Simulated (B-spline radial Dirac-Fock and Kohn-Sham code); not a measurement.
Gd³⁺ 3d3/2: cross section and angular parameters

System: gadolinium as Gd³⁺, configuration [Xe] 4f7; threshold 1258.1 eV (orbital energy of the model). The computed values come from a radial B-spline solver: Dirac-Hartree-Slater photoionisation with a Latter tail; cross sections with all multipoles, angular parameters from the dipole term and its interference with E2.

For linearly polarised light dσ/dΩ = σ/(4π) [1 + β P₂(cos θ) + (δ + γ cos²θ) sin θ cos φ], with θ from the polarisation vector and φ the angle between the beam and the projection of the electron momentum on the plane normal to the polarisation.

```csv
hν (eV),σ (kb),β,γ,δ
1330,569,0.376,-0.058,-0.005
1440,474,0.524,-0.116,-0.010
1460,?,?,?,?
1486.9,437,0.595,-0.133,-0.008
1810,268,0.935,-0.139,0.017
2000,206,1.043,-0.093,0.030
2560,104,1.197,0.098,0.055
2990,66.1,1.241,0.250,0.068
4000,27.3,1.258,0.568,0.092
4480,19.1,1.247,0.700,0.103
6000,7.39,1.186,1.036,0.137
6940,4.54,1.143,1.201,0.158
7610,3.32,1.112,1.305,0.173
```

Problem. Give the values at 1460 eV.

Solution. σ = 458 kb, β = 0.555, γ = -0.124, δ = -0.010.
